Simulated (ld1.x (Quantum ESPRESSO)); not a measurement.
## Which change was made? (Te, TM)

Te (Z = 52), norm-conserving Troullier–Martins (Kleinman–Bylander form), made with ld1.x (Quantum ESPRESSO) 7.5 (PBE, fully relativistic). Core [Kr] 4d10, reference 5s2 5p4. Waves: 5p (bound): rc 1.95 bohr; 5s (bound): rc 1.90 bohr. Local part: the s channel. Core correction: none.

Open shells are filled in proportion to 2j + 1 (rel_dist='average').

Cutoffs, loose and tight: the cutoffs (Ry, on a coarse ladder) from which the occupation-weighted sum of valence levels, in a spherical-Bessel basis at the reference potential, stays within 10 and 1 mRy of its value at 400 Ry. They do not see the model core or the augmentation charge, which bear on the density cutoff. Test errors are all-electron minus pseudo excitation energies from the reference, over the configurations 5s2 5p3; 5s2 5p2; 5s2 5p1; 5s2 5p0; 5s2 5p3.5; 5s2 5p4.3; 5s1 5p5; variants that change the core or the reference have their own tests.

The base gives: outcome: generated; cutoff, loose: 30 Ry; cutoff, tight: 50 Ry; bound ghosts: none; largest test error (meV): -37.

Problem. After one change the result is: outcome: generated; cutoff, loose: 35 Ry; cutoff, tight: 70 Ry; bound ghosts: none; largest test error (meV): -26. Which change was it?
A. wave 5s (bound): rc 1.90 bohr becomes 5s (bound): rc 1.24 bohr
B. wave 5s (bound): rc 1.90 bohr becomes 5s (bound): rc 2.82 bohr
C. wave 5s (bound): rc 1.90 bohr becomes 5s (bound): rc 1.56 bohr
D. wave 5s (bound): rc 1.90 bohr becomes 5s (bound): rc 2.44 bohr

Solution. C. The others give: wave 5s (bound): rc 1.90 bohr becomes 5s (bound): rc 1.24 bohr → outcome: generated; cutoff, loose: 140 Ry; cutoff, tight: 230 Ry; bound ghosts: p3/2, p1/2, s (extra level of the local part); largest test error (meV): +403 | wave 5s (bound): rc 1.90 bohr becomes 5s (bound): rc 2.44 bohr → outcome: generated; cutoff, loose: 21 Ry; cutoff, tight: 35 Ry; bound ghosts: none; largest test error (meV): +98 | wave 5s (bound): rc 1.90 bohr becomes 5s (bound): rc 2.82 bohr → outcome: generated; cutoff, loose: 15 Ry; cutoff, tight: 35 Ry; bound ghosts: none; largest test error (meV): +261.
